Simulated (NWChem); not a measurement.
System: C₅H₁₀O; SMILES OC1CCCC1

NWChem input:

```
start job
memory heap 200 mb stack 900 mb global 1100 mb
geometry units angstroms noautoz
  O      0.024309    -1.769004    -0.698748
  C     -0.083367    -0.899930     0.406145
  C     -1.257547     0.093457     0.266454
  C     -0.640615     1.441741    -0.172742
  C      0.843223     1.145328    -0.429538
  C      1.144062     0.005654     0.541201
  H      0.145778    -1.231836    -1.489214
  H     -0.207261    -1.561998     1.276385
  H     -1.801177     0.196769     1.217918
  H     -1.977630    -0.311019    -0.461098
  H     -0.730518     2.181404     0.638813
  H     -1.142885     1.880186    -1.048221
  H      1.491406     2.024206    -0.294961
  H      0.998542     0.806122    -1.470178
  H      2.075928    -0.541694     0.335010
  H      1.203638     0.400713     1.570141
end
basis spherical
  * library sto-3g
end
dft
  xc b3lyp
  iterations 150
  mulliken
end
task dft energy
```

Parts of the log:

```
             Northwest Computational Chemistry Package (NWChem) 7.3.0
             --------------------------------------------------------

 C1  symmetry detected

                             Geometry "geometry" -> ""
                             -------------------------

 Output coordinates in angstroms (scale by  1.889725989 to convert to a.u.)

  No.       Tag          Charge          X              Y              Z
 ---- ---------------- ---------- -------------- -------------- --------------
    1 O                    8.0000    -0.00041651    -1.81180985    -0.56455430
    2 C                    6.0000    -0.11008389    -0.88106223     0.48870456
    3 C                    6.0000    -1.26615528     0.12064516     0.27631054
    4 C                    6.0000    -0.62156951     1.43291666    -0.22749564
    5 C                    6.0000     0.86089066     1.10027629    -0.44484859
    6 C                    6.0000     1.12955602     0.01197799     0.59203177
    7 H                    1.0000     0.14093751    -1.32136508    -1.38163670
    8 H                    1.0000    -0.25699859    -1.49172267     1.39231472
    9 H                    1.0000    -1.82167743     0.28495584     1.21219933
   10 H                    1.0000    -1.98207071    -0.31276500    -0.43858316
   11 H                    1.0000    -0.71131791     2.21787437     0.54035333
   12 H                    1.0000    -1.10416349     1.82949942    -1.13347456
   13 H                    1.0000     1.52099913     1.97538383    -0.34933782
   14 H                    1.0000     1.02571222     0.70137063    -1.46260319
   15 H                    1.0000     2.05544516    -0.56002006     0.43070499
   16 H                    1.0000     1.18063819     0.46274431     1.59828162

 Effective nuclear repulsion energy (a.u.)     257.6457857591

                                 NWChem DFT Module
                                 -----------------

 Summary of "ao basis" -> "ao basis" (spherical)
 ------------------------------------------------------------------------------
       Tag                 Description            Shells   Functions and Types
 ---------------- ------------------------------  ------  ---------------------
 O                           sto-3g                  3        5   2s1p
 C                           sto-3g                  3        5   2s1p
 H                           sto-3g                  1        1   1s

            General Information
            -------------------
          SCF calculation type: DFT
          Wavefunction type:  closed shell.
          No. of atoms     :    16
          No. of electrons :    48
           Alpha electrons :    24
            Beta electrons :    24
          Charge           :     0
          Spin multiplicity:     1
          Use of symmetry is: off; symmetry adaption is: off
          Maximum number of iterations: 150
          AO basis - number of functions:    40
                     number of shells:    28
          Convergence on energy requested:  1.00D-06
          Convergence on density requested:  1.00D-05
          Convergence on gradient requested:  5.00D-04

              XC Information
              --------------
                         B3LYP Method XC Potential
                     Hartree-Fock (Exact) Exchange  0.200
                        Slater Exchange Functional  0.800 local
                    Becke 1988 Exchange Functional  0.720 non-local
              Lee-Yang-Parr Correlation Functional  0.810
                  VWN I RPA Correlation Functional  0.190 local

             Grid Information
             ----------------
          Grid used for XC integration:  medium
          Radial quadrature: Mura-Knowles
          Angular quadrature: Lebedev.
          Tag              B.-S. Rad. Rad. Pts. Rad. Cut. Ang. Pts.
          ---              ---------- --------- --------- ---------
          O                   0.60       49          10.0       434
          C                   0.70       49           9.0       434
          H                   0.35       45          10.0       434
          Grid pruning is: on
          Number of quadrature shells:   744
          Spatial weights used:  Erf1

      Superposition of Atomic Density Guess
      -------------------------------------

 Sum of atomic energies:        -264.33482735

      Non-variational initial energy
      ------------------------------

 Total energy =    -265.763615
 1-e energy   =    -874.857939
 2-e energy   =     351.448538
 HOMO         =      -0.153896
 LUMO         =       0.466471

     ---------------------------------------------
      Total Density - Mulliken Population Analysis
     ---------------------------------------------

    Atom       Charge   Shell Charges
 -----------   ------   -------------------------------------------------------
    1 O    8     8.66   2.00  1.81  4.85
    2 C    6     5.65   1.99  1.23  2.42
    3 C    6     6.09   1.99  1.30  2.80
    4 C    6     6.06   1.99  1.29  2.77
    5 C    6     6.05   1.99  1.29  2.77
    6 C    6     6.09   1.99  1.30  2.80
    7 H    1     0.66   0.66
    8 H    1     1.00   1.00
    9 H    1     0.96   0.96
   10 H    1     0.97   0.97
   11 H    1     0.97   0.97
   12 H    1     0.97   0.97
   13 H    1     0.97   0.97
   14 H    1     0.97   0.97
   15 H    1     0.97   0.97
   16 H    1     0.97   0.97

   convergence    iter        energy       DeltaE   RMS-Dens  Diis-err
 ---------------- ----- ----------------- --------- --------- ---------
 d= 0,ls=0.0,diis     1   -268.2806170608 -5.26D+02  3.33D-02  5.65D-01
 d= 0,ls=0.0,diis     2   -268.2985406054 -1.79D-02  1.80D-02  4.89D-01
 d= 0,ls=0.0,diis     3   -268.3692679340 -7.07D-02  1.90D-03  5.45D-03
 d= 0,ls=0.0,diis     4   -268.3700866829 -8.19D-04  4.30D-04  2.32D-04
 d= 0,ls=0.0,diis     5   -268.3701231259 -3.64D-05  7.46D-05  7.65D-06
  Resetting Diis
 d= 0,ls=0.0,diis     6   -268.3701243069 -1.18D-06  1.46D-05  2.11D-07
 d= 0,ls=0.0,diis     7   -268.3701243458 -3.89D-08  4.43D-06  9.60D-09

         Total DFT energy =     -268.370124345797
      One electron energy =     -875.108358131745
           Coulomb energy =      388.673231636896
    Exchange-Corr. energy =      -39.580783610079
 Nuclear repulsion energy =      257.645785759132

 Numeric. integr. density =       48.000035800416

                       DFT Final Molecular Orbital Analysis
                       ------------------------------------

 Vector   22  Occ=2.000000D+00  E=-2.880881D-01
              MO Center= -1.4D-01,  9.4D-01, -1.4D-01, r^2= 3.3D+00
   Bfn.  Coefficient  Atom+Function         Bfn.  Coefficient  Atom+Function
  ----- ------------  ---------------      ----- ------------  ---------------
    20      0.353986   4 C  pz               38      0.343146  14 H  s
    35      0.327742  11 H  s                25     -0.296341   5 C  pz
    36     -0.280991  12 H  s                15     -0.254574   3 C  pz
    30      0.229220   6 C  pz               34      0.221038  10 H  s
    40      0.209955  16 H  s                33     -0.204168   9 H  s

 Vector   23  Occ=2.000000D+00  E=-2.075351D-01
              MO Center= -3.9D-02, -1.5D+00, -3.1D-01, r^2= 1.7D+00
   Bfn.  Coefficient  Atom+Function         Bfn.  Coefficient  Atom+Function
  ----- ------------  ---------------      ----- ------------  ---------------
     4      0.708772   1 O  py                2     -0.493979   1 O  s
     9     -0.280113   2 C  py               31      0.263863   7 H  s
    32      0.183631   8 H  s                14      0.155533   3 C  py
    29      0.138598   6 C  py               28      0.122388   6 C  px
    19     -0.105681   4 C  py               13     -0.099807   3 C  px

 Vector   24  Occ=2.000000D+00  E=-1.333791D-01
              MO Center= -1.2D-02, -1.6D+00, -4.1D-01, r^2= 1.2D+00
   Bfn.  Coefficient  Atom+Function         Bfn.  Coefficient  Atom+Function
  ----- ------------  ---------------      ----- ------------  ---------------
     3      0.927465   1 O  px               14     -0.174177   3 C  py
    29      0.163313   6 C  py               28      0.158100   6 C  px
    13      0.150802   3 C  px                5      0.137482   1 O  pz
    12      0.128535   3 C  s                27     -0.122518   6 C  s
     8     -0.088017   2 C  px               40      0.079211  16 H  s

 Vector   25  Occ=0.000000D+00  E= 3.043999D-01
              MO Center= -1.5D-01, -1.9D-01,  1.9D-01, r^2= 3.6D+00
   Bfn.  Coefficient  Atom+Function         Bfn.  Coefficient  Atom+Function
  ----- ------------  ---------------      ----- ------------  ---------------
    10      0.562167   2 C  pz                4      0.465323   1 O  py
     2      0.439590   1 O  s                33     -0.426253   9 H  s
    40     -0.408976  16 H  s                34      0.369108  10 H  s
    15      0.342023   3 C  pz               35     -0.324997  11 H  s
    37     -0.289889  13 H  s                20      0.276233   4 C  pz

 Vector   26  Occ=0.000000D+00  E= 3.381838D-01
              MO Center= -4.2D-02,  8.1D-02, -2.0D-01, r^2= 3.2D+00
   Bfn.  Coefficient  Atom+Function         Bfn.  Coefficient  Atom+Function
  ----- ------------  ---------------      ----- ------------  ---------------
    31     -0.498480   7 H  s                 9      0.488324   2 C  py
    14      0.467055   3 C  py               25     -0.442336   5 C  pz
    29      0.391979   6 C  py               36     -0.370746  12 H  s
    19      0.356106   4 C  py                2      0.348132   1 O  s
    32      0.318804   8 H  s                24      0.285599   5 C  py

 Vector   27  Occ=0.000000D+00  E= 3.443842D-01
              MO Center= -8.4D-02,  3.1D-01,  1.0D-01, r^2= 2.6D+00
   Bfn.  Coefficient  Atom+Function         Bfn.  Coefficient  Atom+Function
  ----- ------------  ---------------      ----- ------------  ---------------
     8      0.661226   2 C  px               18      0.643252   4 C  px
    23      0.552628   5 C  px               13      0.524759   3 C  px
    28      0.459763   6 C  px               39     -0.295498  15 H  s
    12      0.253084   3 C  s                22     -0.205931   5 C  s
    34      0.206482  10 H  s                33      0.199539   9 H  s

     ---------------------------------------------
      Total Density - Mulliken Population Analysis
     ---------------------------------------------

    Atom       Charge   Shell Charges
 -----------   ------   -------------------------------------------------------
    1 O    8     8.29   2.00  1.84  4.45
    2 C    6     5.96   1.99  1.18  2.79
    3 C    6     6.15   1.99  1.20  2.96
    4 C    6     6.14   1.99  1.19  2.96
    5 C    6     6.14   1.99  1.19  2.96
    6 C    6     6.15   1.99  1.19  2.96
    7 H    1     0.81   0.81
    8 H    1     0.92   0.92
    9 H    1     0.93   0.93
   10 H    1     0.93   0.93
   11 H    1     0.93   0.93
   12 H    1     0.93   0.93
   13 H    1     0.93   0.93
   14 H    1     0.94   0.94
   15 H    1     0.93   0.93
   16 H    1     0.93   0.93

     -------------------------------------------
      Total Density - Lowdin Population Analysis
     -------------------------------------------

    Atom       Charge   Shell Charges
 -----------   ------   -------------------------------------------------------
    1 O    8     8.20   2.00  1.70  4.50
    2 C    6     5.94   1.98  1.06  2.90
    3 C    6     6.09   1.98  1.05  3.05
    4 C    6     6.07   1.98  1.04  3.04
    5 C    6     6.07   1.98  1.04  3.05
    6 C    6     6.08   1.98  1.04  3.06
    7 H    1     0.87   0.87
    8 H    1     0.96   0.96
    9 H    1     0.96   0.96
   10 H    1     0.96   0.96
   11 H    1     0.96   0.96
   12 H    1     0.96   0.96
   13 H    1     0.96   0.96
   14 H    1     0.97   0.97
   15 H    1     0.96   0.96
   16 H    1     0.96   0.96

     Multipole analysis of the density
     ---------------------------------

     L   x y z        total         alpha         beta         nuclear
     -   - - -        -----         -----         ----         -------
     0   0 0 0     -0.000000    -24.000000    -24.000000     48.000000

     1   1 0 0      0.035521      0.017760      0.017760      0.000000
     1   0 1 0      0.539702      0.269851      0.269851     -0.000000
     1   0 0 1     -0.088449     -0.044224     -0.044224      0.000000

     2   2 0 0    -26.474395    -88.505121    -88.505121    150.535846
     2   1 1 0     -0.089004      0.113555      0.113555     -0.316114
     2   1 0 1     -0.226538      0.137716      0.137716     -0.501970
     2   0 2 0    -29.516049   -136.046224   -136.046224    242.576398
     2   0 1 1     -0.065217      1.595967      1.595967     -3.257151
     2   0 0 2    -24.595521    -48.238687    -48.238687     71.881854
```

Level: B3LYP/STO-3G. Coordinates come from a PBE0/def2-SVP optimisation.
